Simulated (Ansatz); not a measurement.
A short molecular-dynamics run on `CC(C)BS`.

```yaml
crystal:
  periodic: [false, false, false]
  atoms:
    - {symbol: C, position_ang: [0.326220, 1.501410, -0.084644]}
    - {symbol: C, position_ang: [-0.264770, 0.090588, -0.043802]}
    - {symbol: C, position_ang: [-0.000649, -0.638685, -1.365056]}
    - {symbol: B, position_ang: [0.369965, -0.729344, 1.130665]}
    - {symbol: S, position_ang: [-0.525096, -1.516228, 2.447593]}
    - {symbol: H, position_ang: [1.410688, 1.466547, -0.221958]}
    - {symbol: H, position_ang: [-0.095943, 2.072753, -0.917203]}
    - {symbol: H, position_ang: [0.125838, 2.056130, 0.835377]}
    - {symbol: H, position_ang: [-1.350631, 0.174730, 0.088575]}
    - {symbol: H, position_ang: [1.072773, -0.749072, -1.543499]}
    - {symbol: H, position_ang: [-0.444459, -1.637259, -1.377762]}
    - {symbol: H, position_ang: [-0.420135, -0.075667, -2.204559]}
    - {symbol: H, position_ang: [1.556264, -0.886400, 1.193643]}
    - {symbol: H, position_ang: [-1.772964, -1.158603, 2.091430]}
basis:
  gaussian: {orbitals: "6-31G*"}
hamiltonian: {xc: {name: revPBE}, dispersion: d4}
md: {timestep: 0.5 fs, n_steps: 50, ensemble: nve, temperature: 700, initial_velocities: maxwell_boltzmann, seed: 498}
```

```sh
$ ansatz run in.yaml --threads 4 --pin off --events-out ev --progress --plain --max-ram 10444MiB
```

```csv
step,time (fs),potential energy (eV),kinetic (eV),T (K),conserved (eV)
0,0.0,-14767.4791,1.0858,700,-14766.3933
1,0.5,-14767.4600,1.0671,688,-14766.3930
2,1.0,-14767.3984,1.0065,649,-14766.3918
3,1.5,-14767.3115,0.9211,594,-14766.3903
4,2.0,-14767.2218,0.8327,537,-14766.3891
5,2.5,-14767.1486,0.7601,490,-14766.3885
6,3.0,-14767.1017,0.7132,460,-14766.3886
7,3.5,-14767.0803,0.6912,446,-14766.3891
8,4.0,-14767.0760,0.6862,442,-14766.3898
9,4.5,-14767.0782,0.6878,443,-14766.3904
10,5.0,-14767.0774,0.6866,443,-14766.3908
11,5.5,-14767.0664,0.6752,435,-14766.3911
12,6.0,-14767.0403,0.6490,418,-14766.3913
13,6.5,-14766.9968,0.6055,390,-14766.3913
14,7.0,-14766.9370,0.5461,352,-14766.3909
15,7.5,-14766.8678,0.4777,308,-14766.3901
16,8.0,-14766.8023,0.4133,266,-14766.3890
17,8.5,-14766.7583,0.3703,239,-14766.3880
18,9.0,-14766.7514,0.3638,235,-14766.3876
19,9.5,-14766.7872,0.3990,257,-14766.3882
20,10.0,-14766.8571,0.4676,301,-14766.3895
21,10.5,-14766.9406,0.5496,354,-14766.3910
22,11.0,-14767.0137,0.6215,401,-14766.3922
23,11.5,-14767.0576,0.6648,429,-14766.3927
24,12.0,-14767.0642,0.6717,433,-14766.3925
25,12.5,-14767.0368,0.6450,416,-14766.3918
26,13.0,-14766.9864,0.5955,384,-14766.3909
27,13.5,-14766.9274,0.5374,346,-14766.3900
28,14.0,-14766.8738,0.4845,312,-14766.3893
29,14.5,-14766.8370,0.4482,289,-14766.3888
30,15.0,-14766.8250,0.4364,281,-14766.3886
31,15.5,-14766.8407,0.4519,291,-14766.3888
32,16.0,-14766.8807,0.4913,317,-14766.3894
33,16.5,-14766.9347,0.5444,351,-14766.3904
34,17.0,-14766.9881,0.5968,385,-14766.3913
35,17.5,-14767.0256,0.6336,408,-14766.3920
36,18.0,-14767.0359,0.6436,415,-14766.3923
37,18.5,-14767.0151,0.6232,402,-14766.3919
38,19.0,-14766.9691,0.5781,373,-14766.3910
39,19.5,-14766.9122,0.5224,337,-14766.3898
40,20.0,-14766.8629,0.4742,306,-14766.3888
41,20.5,-14766.8365,0.4481,289,-14766.3884
42,21.0,-14766.8377,0.4488,289,-14766.3889
43,21.5,-14766.8590,0.4691,302,-14766.3899
44,22.0,-14766.8856,0.4947,319,-14766.3909
45,22.5,-14766.9027,0.5114,330,-14766.3914
46,23.0,-14766.9024,0.5111,330,-14766.3913
47,23.5,-14766.8851,0.4943,319,-14766.3908
48,24.0,-14766.8579,0.4677,302,-14766.3902
49,24.5,-14766.8298,0.4400,284,-14766.3898
50,25.0,-14766.8072,0.4174,269,-14766.3897
```

Velocities are drawn at the set temperature; a run this short doesn't reach equilibrium.

Frames (Å, forces in eV/Å):

```xyz
14
time=0.0 fs
C     0.326    1.501   -0.085    0.046    0.076    0.020
C    -0.265    0.091   -0.044   -0.086   -0.070    0.151
C    -0.001   -0.639   -1.365    0.027   -0.064   -0.056
B     0.370   -0.729    1.131    0.230    0.055   -0.117
S    -0.525   -1.516    2.448    0.156   -0.323    0.467
H     1.411    1.467   -0.222    0.368    0.002   -0.046
H    -0.096    2.073   -0.917   -0.143    0.211   -0.298
H     0.126    2.056    0.835   -0.067    0.200    0.321
H    -1.351    0.175    0.089   -0.381    0.036    0.033
H     1.073   -0.749   -1.543    0.361   -0.044   -0.072
H    -0.444   -1.637   -1.378   -0.153   -0.351   -0.013
H    -0.420   -0.076   -2.205   -0.145    0.198   -0.308
H     1.556   -0.886    1.194    0.222   -0.032    0.016
H    -1.773   -1.159    2.091   -0.436    0.107   -0.096
14
time=2.0 fs
C     0.323    1.517   -0.099    1.407   -0.684    2.087
C    -0.253    0.094   -0.046   -1.308    0.303    0.046
C    -0.013   -0.653   -1.349   -0.250   -0.299   -2.250
B     0.373   -0.723    1.123    0.689   -0.207    0.395
S    -0.530   -1.526    2.449    1.744   -0.637    0.544
H     1.439    1.511   -0.161   -0.332   -0.099   -0.128
H    -0.049    2.072   -0.910   -0.782    1.027   -1.473
H     0.097    2.041    0.861   -0.058    0.013   -0.408
H    -1.360    0.214    0.083    0.265   -0.148    0.056
H     1.079   -0.690   -1.523    0.029   -0.331   -0.065
H    -0.439   -1.717   -1.446    0.466    1.217    0.425
H    -0.413   -0.068   -2.277    0.311   -0.682    1.333
H     1.582   -0.862    1.203   -0.273   -0.070   -0.099
H    -1.701   -1.053    2.170   -1.908    0.598   -0.463
14
time=4.0 fs
C     0.324    1.531   -0.107    1.378   -0.210    1.705
C    -0.246    0.098   -0.048   -1.920    0.581   -0.070
C    -0.025   -0.669   -1.341    0.550   -0.147   -3.037
B     0.378   -0.718    1.116    0.804   -0.368    0.767
S    -0.532   -1.536    2.451    0.861   -0.056    0.062
H     1.455    1.552   -0.105   -0.692   -0.189   -0.281
H    -0.028    2.105   -0.952   -0.384    0.384   -0.508
H     0.066    2.027    0.872   -0.074    0.048   -0.770
H    -1.361    0.249    0.079    0.525   -0.294    0.107
H     1.086   -0.644   -1.505   -0.393   -0.587   -0.058
H    -0.418   -1.754   -1.498    0.528    1.551    0.791
H    -0.395   -0.084   -2.302    0.212   -0.747    1.692
H     1.599   -0.840    1.209   -0.488   -0.133   -0.183
H    -1.694   -0.927    2.233   -0.908    0.168   -0.216
14
time=6.0 fs
C     0.329    1.545   -0.110    0.506    0.374    0.115
C    -0.245    0.104   -0.050   -1.625    0.574   -0.159
C    -0.035   -0.685   -1.341    1.650    0.609   -2.089
B     0.386   -0.714    1.112    0.435   -0.365    0.885
S    -0.534   -1.546    2.452   -0.640    1.059   -0.343
H     1.447    1.585   -0.059   -0.371   -0.230   -0.402
H    -0.021    2.153   -1.013    0.217   -0.635    0.987
H     0.031    2.016    0.855   -0.178    0.329   -0.516
H    -1.343    0.272    0.080    0.168   -0.322    0.178
H     1.079   -0.620   -1.489   -0.381   -0.729   -0.101
H    -0.378   -1.736   -1.521    0.084    0.468    0.872
H    -0.370   -0.126   -2.267   -0.285   -0.077    0.758
H     1.598   -0.823    1.208   -0.290   -0.219   -0.202
H    -1.719   -0.797    2.287    0.708   -0.835    0.018
14
time=8.0 fs
C     0.335    1.559   -0.112   -0.413    0.191   -0.823
C    -0.248    0.111   -0.053   -0.692    0.328   -0.142
C    -0.041   -0.699   -1.348    2.620    1.535    0.395
B     0.396   -0.711    1.111   -0.244   -0.237    0.770
S    -0.536   -1.555    2.454   -1.184    1.707   -0.447
H     1.426    1.610   -0.028    0.377   -0.212   -0.375
H    -0.007    2.178   -1.039    0.386   -0.935    1.356
H    -0.010    2.018    0.819   -0.284    0.628    0.023
H    -1.320    0.283    0.087   -0.531   -0.245    0.219
H     1.060   -0.623   -1.477    0.110   -0.671   -0.201
H    -0.335   -1.703   -1.511   -0.620   -1.518    0.660
H    -0.357   -0.170   -2.206   -1.058    1.144   -1.276
H     1.587   -0.814    1.200    0.181   -0.307   -0.173
H    -1.721   -0.697    2.341    1.351   -1.410    0.014
14
time=10.0 fs
C     0.341    1.574   -0.117   -0.793   -0.425   -0.293
C    -0.254    0.120   -0.056    0.016    0.097    0.063
C    -0.038   -0.708   -1.354    2.011    1.511    1.092
B     0.405   -0.709    1.112   -0.766   -0.089    0.544
S    -0.540   -1.562    2.455   -0.917    1.748   -0.399
H     1.419    1.627   -0.012    0.706   -0.177   -0.220
H     0.020    2.170   -1.016    0.131   -0.475    0.473
H    -0.061    2.043    0.784   -0.132    0.604    0.190
H    -1.316    0.285    0.103   -0.767   -0.191    0.140
H     1.044   -0.651   -1.473    0.678   -0.436   -0.333
H    -0.315   -1.721   -1.476   -0.757   -1.494    0.558
H    -0.382   -0.173   -2.188   -1.074    1.087   -1.583
H     1.583   -0.817    1.184    0.505   -0.357   -0.142
H    -1.674   -0.650    2.396    1.160   -1.404   -0.089
14
time=12.0 fs
C     0.344    1.587   -0.122   -0.337   -1.207    1.596
C    -0.260    0.129   -0.059    0.023    0.016    0.390
C    -0.029   -0.712   -1.357    0.265    0.761   -0.356
B     0.411   -0.707    1.116   -0.724   -0.026    0.309
S    -0.544   -1.567    2.455    0.174    1.005   -0.317
H     1.435    1.638   -0.004    0.150   -0.160   -0.087
H     0.051    2.145   -0.979   -0.388    0.526   -1.318
H    -0.116    2.089    0.754    0.313    0.235   -0.089
H    -1.338    0.279    0.123   -0.171   -0.215   -0.097
H     1.053   -0.696   -1.482    0.589   -0.165   -0.399
H    -0.322   -1.790   -1.419   -0.306    0.634    0.448
H    -0.445   -0.140   -2.224   -0.010   -0.447    0.241
H     1.596   -0.834    1.164    0.302   -0.331   -0.130
H    -1.584   -0.654    2.447    0.122   -0.627   -0.190
14
time=14.0 fs
C     0.346    1.597   -0.122   -0.201   -1.062    1.968
C    -0.266    0.138   -0.061   -0.031   -0.045    0.640
C    -0.019   -0.714   -1.361   -0.453    0.202   -0.831
B     0.415   -0.705    1.121   -0.324   -0.068    0.066
S    -0.549   -1.571    2.456    1.945   -0.541   -0.328
H     1.457    1.642    0.001   -0.526   -0.133   -0.016
H     0.069    2.138   -0.988   -0.375    0.606   -1.643
H    -0.160    2.145    0.720    0.678   -0.123   -0.277
H    -1.367    0.266    0.139    0.508   -0.199   -0.337
H     1.082   -0.747   -1.506   -0.203    0.091   -0.311
H    -0.340   -1.838   -1.346    0.026    1.862    0.118
H    -0.509   -0.122   -2.254    0.797   -1.309    1.231
H     1.620   -0.863    1.138   -0.231   -0.230   -0.105
H    -1.493   -0.679    2.491   -1.609    0.948   -0.175
14
time=16.0 fs
C     0.347    1.604   -0.117   -0.806   -0.064   -0.015
C    -0.272    0.147   -0.061    0.405   -0.132    0.709
C    -0.010   -0.716   -1.367   -0.372    0.073   -0.210
B     0.417   -0.704    1.126   -0.068   -0.142   -0.186
S    -0.551   -1.575    2.455    2.365   -0.968   -0.378
H     1.460    1.641    0.005   -0.627   -0.088    0.038
H     0.074    2.150   -1.053    0.196   -0.405    0.041
H    -0.179    2.197    0.678    0.695   -0.217   -0.117
H    -1.378    0.244    0.143    0.623   -0.086   -0.420
H     1.104   -0.795   -1.541   -0.805    0.315   -0.141
H    -0.359   -1.819   -1.269    0.076    1.634   -0.208
H    -0.545   -0.150   -2.240    0.920   -1.203    1.036
H     1.635   -0.901    1.109   -0.611   -0.113   -0.043
H    -1.459   -0.671    2.529   -1.990    1.398   -0.105
14
time=18.0 fs
C     0.345    1.610   -0.112   -1.316    0.213   -1.720
C    -0.277    0.155   -0.058    1.300   -0.167    0.590
C    -0.003   -0.717   -1.374    0.280    0.404    1.307
B     0.419   -0.703    1.130   -0.196   -0.189   -0.393
S    -0.550   -1.581    2.455    0.856    0.543   -0.243
H     1.442    1.636    0.010   -0.118   -0.048    0.097
H     0.086    2.148   -1.118    0.475   -0.928    1.191
H    -0.172    2.241    0.632    0.377   -0.034    0.294
H    -1.368    0.220    0.132    0.112    0.069   -0.320
H     1.097   -0.831   -1.581   -0.681    0.405   -0.011
H    -0.376   -1.742   -1.198   -0.213    0.068   -0.267
H    -0.548   -0.223   -2.190    0.161   -0.201   -0.337
H     1.628   -0.943    1.077   -0.598   -0.043    0.032
H    -1.494   -0.617    2.562   -0.440   -0.093   -0.221
14
time=20.0 fs
C     0.340    1.617   -0.112   -1.356   -0.102   -2.140
C    -0.277    0.163   -0.054    2.063   -0.113    0.366
C     0.006   -0.716   -1.376    0.817    0.907    2.851
B     0.421   -0.703    1.133   -0.653   -0.204   -0.499
S    -0.549   -1.585    2.454   -0.300    1.737   -0.095
H     1.419    1.630    0.019    0.456   -0.042    0.152
H     0.115    2.113   -1.141    0.366   -0.754    1.180
H    -0.151    2.284    0.596    0.014    0.142    0.588
H    -1.353    0.198    0.108   -0.507    0.185   -0.147
H     1.067   -0.852   -1.623    0.123    0.286    0.013
H    -0.401   -1.663   -1.137   -0.567   -1.683   -0.038
H    -0.547   -0.301   -2.155   -0.990    0.946   -1.952
H     1.599   -0.987    1.047   -0.217   -0.049    0.082
H    -1.548   -0.564    2.587    0.751   -1.255   -0.361
14
time=22.0 fs
C     0.330    1.623   -0.118   -0.608   -0.518   -0.756
C    -0.271    0.171   -0.048    1.818   -0.025    0.176
C     0.017   -0.713   -1.370   -1.080    0.789    2.180
B     0.420   -0.703    1.134   -1.130   -0.231   -0.493
S    -0.548   -1.588    2.452   -0.615    2.045   -0.046
H     1.412    1.622    0.034    0.365   -0.054    0.137
H     0.158    2.051   -1.123   -0.018   -0.007   -0.069
H    -0.128    2.331    0.582   -0.087   -0.065    0.389
H    -1.356    0.183    0.079   -0.386    0.231   -0.043
H     1.040   -0.863   -1.664    0.851    0.068    0.019
H    -0.445   -1.641   -1.078   -0.044   -1.253   -0.251
H    -0.577   -0.349   -2.185   -0.401    0.642   -0.931
H     1.563   -1.033    1.021    0.258   -0.098    0.092
H    -1.576   -0.557    2.598    1.077   -1.524   -0.404
14
time=24.0 fs
C     0.318    1.628   -0.127    0.527   -0.780    1.396
C    -0.260    0.179   -0.042    0.734   -0.006   -0.002
C     0.024   -0.707   -1.357   -2.717   -0.097    0.605
B     0.415   -0.705    1.134   -1.187   -0.367   -0.435
S    -0.547   -1.588    2.451   -0.216    1.594   -0.090
H     1.416    1.612    0.054   -0.191   -0.030    0.024
H     0.199    1.989   -1.109   -0.362    0.809   -1.692
H    -0.109    2.375    0.581   -0.063   -0.480   -0.106
H    -1.371    0.177    0.048    0.316    0.245    0.043
H     1.043   -0.870   -1.703    0.435    0.030    0.295
H    -0.490   -1.664   -1.031    0.867    0.146   -0.762
H    -0.622   -0.373   -2.248    0.800    0.048    0.960
H     1.535   -1.083    0.997    0.402   -0.069    0.102
H    -1.565   -0.606    2.594    0.653   -1.044   -0.337
14
time=25.0 fs
C     0.313    1.629   -0.130    0.933   -0.645    1.575
C    -0.253    0.182   -0.039    0.187   -0.030   -0.106
C     0.024   -0.705   -1.350   -2.685   -0.515    0.002
B     0.411   -0.706    1.133   -1.010   -0.491   -0.407
S    -0.547   -1.588    2.451    0.321    1.040   -0.153
H     1.418    1.606    0.064   -0.397   -0.001   -0.047
H     0.216    1.968   -1.123   -0.377    0.868   -1.646
H    -0.100    2.392    0.581   -0.094   -0.608   -0.295
H    -1.376    0.178    0.033    0.592    0.246    0.109
H     1.052   -0.874   -1.719   -0.055    0.087    0.523
H    -0.502   -1.677   -1.017    1.120    0.568   -0.888
H    -0.635   -0.383   -2.270    1.077   -0.041    1.466
H     1.527   -1.109    0.987    0.297    0.006    0.123
H    -1.548   -0.647    2.587    0.092   -0.483   -0.256
```

Run time 57 s (4 threads of an Arm Neoverse V1 on a shared host); peak host memory 0.15 GiB.
